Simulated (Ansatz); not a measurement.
`[Cl][Ge][Br]` + H₂O → `[OH][Ge][Br]` + HCl  (formal hydrolysis of a Ge–Cl bond)

Isolated molecules relaxed with PBE0-D4/def2-TZVP in Ansatz; ΔE leaves out vibrations. CBS: MP2 limit from def2 TZ/QZ plus the TZ coupled-cluster correction, frozen cores. This one scheme is used for every species. DFT in def2-TZVPP. B3LYP here is the variant with VWN-RPA as its local correlation; programs differ in this. HSE06 is defined as in plane-wave codes. For Br, Ge outer-core shells are correlated without core-valence functions, which leaves a few kJ/mol of doubt a bond. Scalar relativity is left out up to krypton. One conformer a species, not always the lowest.

Question: Is it downhill or uphill in electronic energy at CCSD(T)/CBS, and by how much? (An estimate is asked.)

Answer: The calculation gave: Uphill: ΔE = +27.3 kJ/mol.

Question: What do these levels give: PBE-D4, B3LYP-D4, r2SCAN0-D4, B2PLYP, PBE, revPBE, r2SCAN0, HSE06, MP2/def2-SVP, CCSD/def2-SVP, HF/def2-TZVPP, MP2/CBS(def2)? (Estimate.)

Answer: Ansatz gave: PBE-D4 29.7, B3LYP-D4 28.4, r2SCAN0-D4 28.7, B2PLYP 23.0, PBE 28.5, revPBE 29.9, r2SCAN0 28.4, HSE06 30.8, MP2/def2-SVP 11.9, CCSD/def2-SVP 14.5, HF/def2-TZVPP 26.2, MP2/CBS(def2) 28.8 kJ/mol.

Largest T1 diagnostic among the species: 0.013.

Leaving LDA and LC-ωPBE aside and taking each functional with its dispersion term where it has one, the values, not all of them listed here, spread over 11.6 kJ/mol, from ωB97X-V to HSE06-D4. LDA lies −5.5 kJ/mol from PBE without D4. In def2-TZVPP, CCSD(T) changes the Hartree–Fock value by −5.9 kJ/mol (the triples alone add −0.1 kJ/mol) and MP2 by −4.4 kJ/mol.
